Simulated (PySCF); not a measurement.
Electronic structure of Ti²⁺ (titanium, charge +2) at the UHF level

Configuration: [Ar] 3d2, high-spin 3F determinant. Calculation: PySCF 2.14, in pcseg-2 (6s4p3d2f1g, 56 functions); the non-relativistic Hamiltonian (point nucleus).

- Total energy: -847.720824 hartree
- One-electron energy: -1150.7380 hartree
- Hartree (Coulomb) energy: 343.8433 hartree
- Exchange energy: -40.8261 hartree
- Kinetic energy: 848.59440 hartree
- ⟨S²⟩: 2.0028
- ⟨L²⟩: 12.039
- Sum of ⟨r⟩: 13.86 bohr
- Sum of ⟨r²⟩: 16.45 bohr²
- Density at the nucleus (Gaussians lack the cusp): 7050 bohr⁻³
- Spin density at the nucleus: -0.201 bohr⁻³
- Langevin diamagnetic susceptibility: -13.0 ×10⁻⁶ cm³/mol
- Time after the integrals: 0.36 s of wall time on 1 thread of Neoverse-V1 (shared host)

```tsv
shell	electrons	mean orbital energy (eV)	rms radius, mean of both spins (bohr)
1s α	1	-5001.6	0.0813
1s β	1	-5001.6	0.0813
2s α	1	-598.15	0.354
2s β	1	-597.12	0.354
2p α	3	-499.53	0.322
2p β	3	-498.48	0.322
3s α	1	-95.322	1.09
3s β	1	-91.726	1.09
3p α	3	-66.671	1.18
3p β	3	-62.213	1.18
3d α	2	-27.985	1.55
```
